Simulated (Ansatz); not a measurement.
Reaction (ligand exchange at a B–Te bond): `CC[Te]B(O)O` + HBr → `OB(O)Br` + `CC[TeH]`

Gas-phase electronic energies from Ansatz, PBE0-D4/def2-TZVP geometries. CBS: MP2 limit from def2 TZ/QZ plus the TZ coupled-cluster correction, frozen cores. Functionals use def2-TZVPP. B3LYP here is the variant with VWN-RPA as its local correlation; programs differ in this. def2 core potentials past Kr. For Br, Te outer-core shells are correlated without core-valence functions, which leaves a few kJ/mol of doubt a bond. Scalar relativity is left out up to krypton. Each species was taken in one conformer, which may not be the lowest.

```json
{"level": "B3LYP-D4", "ΔE (kJ/mol)": "-35.9", "difference from CCSD(T)/CBS": "-3.2"}
{"level": "ωB97X-V", "ΔE (kJ/mol)": "-37.1", "difference from CCSD(T)/CBS": "-4.4"}
{"level": "B2PLYP", "ΔE (kJ/mol)": "-39.0", "difference from CCSD(T)/CBS": "-6.3"}
{"level": "B3LYP", "ΔE (kJ/mol)": "-43.0", "difference from CCSD(T)/CBS": "-10.3"}
{"level": "MP2/def2-TZVPP", "ΔE (kJ/mol)": "-31.3", "difference from CCSD(T)/CBS": "1.4"}
{"level": "SCS-MP2/def2-TZVPP", "ΔE (kJ/mol)": "-35.3", "difference from CCSD(T)/CBS": "-2.6"}
{"level": "CCSD/def2-TZVPP", "ΔE (kJ/mol)": "-37.5", "difference from CCSD(T)/CBS": "-4.8"}
{"level": "MP2/def2-QZVPP", "ΔE (kJ/mol)": "-30.5", "difference from CCSD(T)/CBS": "2.2"}
{"level": "SCS-MP2/def2-QZVPP", "ΔE (kJ/mol)": "-34.7", "difference from CCSD(T)/CBS": "-2.0"}
{"level": "MP2/CBS(def2)", "ΔE (kJ/mol)": "-30.2", "difference from CCSD(T)/CBS": "2.5"}
{"level": "CCSD(T)/CBS", "ΔE (kJ/mol)": "-32.7", "difference from CCSD(T)/CBS": "0"}
```

Largest T1 diagnostic among the species: 0.012.

In def2-TZVPP, CCSD(T) changes the Hartree–Fock value by +21.0 kJ/mol (the triples alone add +3.6 kJ/mol) and MP2 by +23.6 kJ/mol. The D4 term adds +7.2 kJ/mol with B3LYP and +4.4 kJ/mol with PBE0; it sums over pairs of atoms, weighted by their polarisabilities, and B3LYP, whose exchange is more repulsive, gets the larger term.
